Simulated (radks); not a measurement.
Neutral zinc inside a hard spherical wall (all orbitals vanish at R), configuration held at [Ar] 3d10 4s2 and not refilled when levels cross. Method: non-relativistic Kohn-Sham, LDA (Slater exchange, Perdew-Wang correlation), spin-polarised, spherical densities, point nucleus; computed with a radial shooting solver on a logarithmic mesh with Libxc functionals. Eigenvalues in eV for spin up, with the zero of energy where the potential of the charges vanishes at infinity; a dash marks a level that is unbound or too diffuse for the functional's potential to be trusted. A positive occupied level is held by the wall or, in an anion where self-interaction has pushed it up, behind a barrier. The pressure on the wall is -dE/dV.

| R (bohr) | E (hartree) | kinetic (hartree) | e(3s) | e(3p) | e(3d) | e(4s) | e(4p, empty) | e(5s, empty) | pressure (GPa) |
|---|---|---|---|---|---|---|---|---|---|
| free | -1776.56148 | 1774.691 | -124.43 | -82.238 | -10.851 | -6.061 | -1.275 | -0.018 | 0 |
| 15 | -1776.56148 | 1774.691 | -124.43 | -82.238 | -10.851 | -6.061 | -1.272 | 0.327 | < 0.0001 |
| 10 | -1776.56137 | 1774.692 | -124.42 | -82.226 | -10.840 | -6.051 | -1.192 | 1.503 | 0.00329 |
| 8 | -1776.56005 | 1774.704 | -124.33 | -82.138 | -10.753 | -5.973 | -0.930 | 3.429 | 0.0664 |
| 7 | -1776.55643 | 1774.730 | -124.16 | -81.966 | -10.584 | -5.811 | -0.549 | 5.546 | 0.304 |
| 6 | -1776.54376 | 1774.805 | -123.74 | -81.544 | -10.172 | -5.379 | 0.288 | 9.491 | 1.44 |
| 5 | -1776.49891 | 1775.023 | -122.74 | -80.542 | -9.200 | -4.218 | 2.210 | 17.435 | 7.48 |
| 3 | -1775.55161 | 1778.498 | -113.35 | -71.256 | -0.129 | 10.719 | 21.906 | 84.137 | 420 |
| 2.5 | -1774.19897 | 1783.021 | -105.17 | -63.194 | 8.136 | 27.527 | 41.810 | 143.04 | 1610 |
| 2 | -1770.19528 | 1795.992 | -88.438 | -46.485 | 26.288 | 70.165 | 89.108 | 269.67 | 8120 |
| 1.5 | -1754.83896 | 1843.293 | -46.292 | -2.773 | 75.353 | 203.38 | 226.26 | 597.84 | 62800 |
